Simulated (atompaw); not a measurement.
# platinum (Pt): one change to a PAW (atompaw) potential, before and after

Pt, PAW, made with atompaw 4.2.0.5 (PBE, scalar-relativistic). Core [Kr] 4d10 4f14, reference 5s2 5p6 5d9.5 6s0.5 6p0. Waves: 5s (bound): rc 1.55 bohr; 6s (bound): rc 2.20 bohr; 5p (bound): rc 2.05 bohr; 6p (bound, empty): rc 2.20 bohr; 5d (bound): rc 1.95 bohr; 5d channel at 1.35 Ry: rc 2.20 bohr. Local part: troulliermartins scheme with l = 3 at 1 Ry, radius 2.15 bohr. Core correction: smooth core density matched at 2.10 bohr. Augmentation charge: besselshape compensation charge, radius 1.75 bohr; PAW radius 2.20 bohr; waves and projectors: custom polynom gramschmidtortho.

Change: local potential troulliermartins scheme with l = 3 at 1 Ry, radius 1.52 bohr.

Cutoffs: the cutoffs (Ry, on a coarse ladder) from which the occupation-weighted sum of valence levels, in a spherical-Bessel basis at the reference potential, stays within 10 and 1 mRy of its value at 400 Ry; they do not see the model core or the augmentation charge, which bear on the density cutoff.

Problem. What does the change do?

Solution. The potential gets neither clearly harder nor softer (40 Ry and 60 Ry → 40 Ry and 55 Ry); the range in which the s phases agree narrows (upper end 3.0 → 0.7); the range in which the p phases agree narrows (upper end at the end of the scan → 1.4); neither file shows a bound ghost.

```csv
quantity,base,changed
"cutoff, loose",40 Ry,40 Ry
"cutoff, tight",60 Ry,55 Ry
bound ghosts,none,none
s: phases at 2.21 bohr within 0.05 rad from the reference energy up to (Ry; the scan ends near 5),3.0,0.7
p: phases at 2.21 bohr within 0.05 rad from the reference energy up to (Ry; the scan ends near 5),to the end of the scan,1.4
d: phases at 2.21 bohr within 0.05 rad from the reference energy up to (Ry; the scan ends near 5),2.1,2.2
lowest overlap eigenvalue by channel,"s 0.46, p 0.73, d 0.67","s 0.44, p 0.76, d 0.64"
```

 The cutoffs see the waves, projectors and local potential, not the compensation charge or the core.
